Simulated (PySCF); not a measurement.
**C7H7ClN: g tensor and hyperfine couplings**

Species: C7H7ClN (doublet state).
Cartesian coordinates in Å at the GFN2-xTB level; atoms count from 1:
```
atom  x, y, z in Å
C1     1.4826    1.7373   -0.2839
C2     1.3316    0.4501   -0.1496
C3     2.3047   -0.4259   -0.7181
N4     3.0939   -1.0985   -1.2030
C5     0.2013   -0.2336    0.5741
Cl6    0.9044   -1.0182    2.0289
C7    -0.6584   -1.1533   -0.3049
C8    -1.7713   -0.0919   -0.2768
C9    -1.0195    0.6569    0.8355
H10    2.1695    2.4172   -0.7290
H11   -0.2367   -1.3965   -1.2788
H12   -0.9305   -2.0742    0.2049
H13   -2.7600   -0.4574   -0.0132
H14   -1.8342    0.4780   -1.2008
H15   -0.8408    1.7196    0.6805
H16   -1.4443    0.4991    1.8229
```

The hyperfine couplings belong to this conformer and change with its torsions.

As a line formula: `ClC1(CCC1)/C(=[C]/[H])C#N` [radical].

Theory: UKS B3LYP, pcH-1 on C Cl H N, non-relativistic, mean-field spin-orbit, GIAO (PySCF). Isolated species at its GFN2-xTB geometry (one conformer only). The geometry wasn't refined by DFT: couplings that depend on bond lengths, twists or pyramidal angles can differ widely from those at the functional's own minimum. The SCF solution wasn't tested for stability.

* g1, g2, g3: 2.00174, 2.00258, 2.00318
* g_iso: 2.00250
* Form of g: rhombic: the two nearest values differ by 41 % of g3 − g1
* ⟨S²⟩: 0.7616 (exact 0.7500)
* HOMO–LUMO gap, α and β orbitals: 5.89, 4.58 eV
* Basis functions: 305

Hyperfine couplings atom by atom, in G; T1 to T3 are the principal values of the dipolar part; ρ(0) is the spin density at the nucleus (MHz turned into gauss with g_iso; 10 G = 1 mT):

```json
{"atom": "C1", "isotope": "13C", "a_iso": "114.0", "of which spin–orbit": "0.0", "T1": "-30.7", "T2": "-21.6", "T3": "52.3", "Mulliken spin population": "1.07", "ρ(0) (bohr⁻³)": "0.2844"}
{"atom": "C2", "isotope": "13C", "a_iso": "-0.2", "of which spin–orbit": "0.0", "T1": "-7.2", "T2": "1.2", "T3": "6.1", "Mulliken spin population": "-0.17", "ρ(0) (bohr⁻³)": "-0.0005"}
{"atom": "C3", "isotope": "13C", "a_iso": "35.1", "of which spin–orbit": "0.0", "T1": "-2.2", "T2": "-0.6", "T3": "2.9", "Mulliken spin population": "0.05", "ρ(0) (bohr⁻³)": "0.0874"}
{"atom": "N4", "isotope": "14N", "a_iso": "0.2", "of which spin–orbit": "0.0", "T1": "-1.6", "T2": "-0.1", "T3": "1.6", "Mulliken spin population": "0.00", "ρ(0) (bohr⁻³)": "0.0019"}
{"atom": "C5", "isotope": "13C", "a_iso": "13.9", "of which spin–orbit": "0.0", "T1": "-1.6", "T2": "-1.4", "T3": "2.9", "Mulliken spin population": "0.04", "ρ(0) (bohr⁻³)": "0.0346"}
{"atom": "Cl6", "isotope": "35Cl", "a_iso": "-0.7", "of which spin–orbit": "0.0", "T1": "-0.8", "T2": "0.3", "T3": "0.5", "Mulliken spin population": "0.00", "ρ(0) (bohr⁻³)": "-0.0045"}
{"atom": "C7", "isotope": "13C", "a_iso": "-1.2", "of which spin–orbit": "0.0", "T1": "-0.1", "T2": "0.0", "T3": "0.2", "Mulliken spin population": "0.00", "ρ(0) (bohr⁻³)": "-0.0031"}
{"atom": "C8", "isotope": "13C", "a_iso": "0.0", "of which spin–orbit": "0.0", "T1": "-0.2", "T2": "-0.1", "T3": "0.3", "Mulliken spin population": "0.00", "ρ(0) (bohr⁻³)": "-0.0001"}
{"atom": "C9", "isotope": "13C", "a_iso": "2.3", "of which spin–orbit": "0.0", "T1": "-0.8", "T2": "-0.3", "T3": "1.2", "Mulliken spin population": "0.01", "ρ(0) (bohr⁻³)": "0.0058"}
{"atom": "H10", "isotope": "1H", "a_iso": "12.0", "of which spin–orbit": "0.0", "T1": "-11.9", "T2": "-3.2", "T3": "15.1", "Mulliken spin population": "0.00", "ρ(0) (bohr⁻³)": "0.0075"}
{"atom": "H11", "isotope": "1H", "a_iso": "0.7", "of which spin–orbit": "0.0", "T1": "-0.5", "T2": "-0.4", "T3": "0.9", "Mulliken spin population": "0.00", "ρ(0) (bohr⁻³)": "0.0004"}
{"atom": "H12", "isotope": "1H", "a_iso": "0.3", "of which spin–orbit": "0.0", "T1": "-0.3", "T2": "-0.3", "T3": "0.6", "Mulliken spin population": "0.00", "ρ(0) (bohr⁻³)": "0.0002"}
{"atom": "H13", "isotope": "1H", "a_iso": "0.0", "of which spin–orbit": "0.0", "T1": "-0.3", "T2": "-0.3", "T3": "0.6", "Mulliken spin population": "0.00", "ρ(0) (bohr⁻³)": "0.0000"}
{"atom": "H14", "isotope": "1H", "a_iso": "0.3", "of which spin–orbit": "0.0", "T1": "-0.6", "T2": "-0.5", "T3": "1.1", "Mulliken spin population": "0.00", "ρ(0) (bohr⁻³)": "0.0002"}
{"atom": "H15", "isotope": "1H", "a_iso": "0.5", "of which spin–orbit": "0.0", "T1": "-3.0", "T2": "-1.8", "T3": "4.8", "Mulliken spin population": "0.00", "ρ(0) (bohr⁻³)": "0.0003"}
{"atom": "H16", "isotope": "1H", "a_iso": "-0.2", "of which spin–orbit": "0.0", "T1": "-0.7", "T2": "-0.5", "T3": "1.2", "Mulliken spin population": "0.00", "ρ(0) (bohr⁻³)": "-0.0001"}
```

The Mulliken spin populations are largest on C1 (+1.07) and C2 (-0.17). No atom but C1 exceeds +0.15.

Axes: g1 points within 4° of the C1–H10 bond.

Under fast tumbling the dipolar parts average out, and these isotropic splittings remain: 1 × 1H (H10, I = 1/2, 2 lines) with 1.20 mT, 1 × 35Cl (Cl6, I = 3/2, 4 lines) with 0.07 mT, 2 × 1H (H11/H15, I = 1/2, 3 lines) with 0.06 mT and 1 × 1H (H14, I = 1/2, 2 lines) with 0.03 mT.

Nuclei that the bonding pattern makes equivalent are averaged, as if the motion that swaps them (rotation, inversion, ring flip) were fast.

Main isotope only: 35Cl (natural samples also hold 24 % 37Cl, magnetic too, which adds its own pattern).

The 13C coupling of C1 (319.6 MHz) shows only in satellite lines or after enrichment, since that isotope makes up about 1.07 % of natural carbon.

The spin density at the nucleus, in bohr⁻³, is negative for Cl6 (-0.0045), for instance. A restricted open-shell determinant has no negative spin density anywhere; here it arises because α and β orbitals differ (spin polarisation).
